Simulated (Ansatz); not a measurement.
`OB1CC1Cl` + H–F → `FB1CC1Cl` + H₂O at 700 K and 1 bar (ligand exchange at a B–O bond).

Calculated with Ansatz (gas phase, PBE0-D4/def2-TZVP geometries, no zero-point term in ΔE). CBS: MP2 limit from def2 TZ/QZ plus the TZ coupled-cluster correction, frozen cores. This one scheme is used for every species. Each species was taken in one conformer, which may not be the lowest.

```
   species  CCSD(T)/CBS energy (Eh)  H − E (kJ/mol)  S (J/(mol·K))
`OB1CC1Cl`               -638.25845           229.3          414.1
       H–F               -100.39570            45.2          198.5
`FB1CC1Cl`               -662.27153           191.4          405.3
       H₂O                -76.37941            80.5          218.4
```

H − E and S are ideal-gas, rigid-rotor, harmonic terms from PBE0-D4/def2-TZVP, for one conformer and one mirror image of each species. 1 Eh = 2625.50 kJ/mol, R = 8.31446 J/(mol·K).

Q: By hand: ΔE, ΔH, ΔS and ΔG.

A: ΔE = (-662.27153) + (-76.37941) − (-638.25845) − (-100.39570) = 0.00321 Eh = 8.4 kJ/mol. Δ(H − E) = 191.4 + 80.5 − 229.3 − 45.2 = -2.6, so ΔH = 5.8 kJ/mol. ΔS = 405.3 + 218.4 − 414.1 − 198.5 = 11.1 J/(mol·K). ΔG = 5.8 − 700 × (11.1)/1000 = -2.0 kJ/mol.

Q: By hand: the equilibrium constant, and the temperature at which ΔG would vanish if ΔH and ΔS stayed fixed.

A: log₁₀ K = −ΔG/(RT ln 10) = 0.1. ΔG = 0 at ΔH/ΔS = 523 K, though so small a ΔH makes that figure unsure.

TΔS isn't small against ΔH here. The sign of ΔG lies within the doubt. A doubt of 5 kJ/mol in ΔE shifts log₁₀ K by 0.4 here. Other conformers and mirror images would add mixing entropy, several J/(mol·K) or more a flexible species. These are equilibria of isolated gas molecules and say nothing of rates. Largest T1 diagnostic: 0.012 (customary marks: 0.02 for closed shells, 0.045 for open ones).
